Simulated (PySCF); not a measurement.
## Excitation energy of Pb²⁺ by level of theory

Pb²⁺ [Xe] 4f14 5d10 6s2 (1S) → Pb²⁺ [Xe] 4f14 5d10 6s1 7s1 (3S), as a difference of total energies. Calculation: PySCF 2.14, in aug-cc-pwCVDZ-PP with ECP60MDF (6s5p4d1f, 48 functions); scalar relativity through the core potential. Correlated levels: valence and next inner shell: nothing frozen outside the core potential. The calculations carry no spin-orbit coupling.

| method | excitation energy (eV) |
| --- | --- |
| UHF | 16.977 |
| MP2 (valence and next inner shell) | 18.646 |
| SCS-MP2 (valence and next inner shell) | 18.621 |
| CCSD (valence and next inner shell) | 18.362 |
| CCSD(T) (valence and next inner shell) | 18.415 |

Problem. How much does correlation contribute at CCSD(T) (valence and next inner shell)?

Solution. 18.415 − (16.977) = 1.438 eV, measured against UHF.

The promoted electron is Rydberg-like, and one or two diffuse shells describe it only roughly, which tends to raise the upper state.
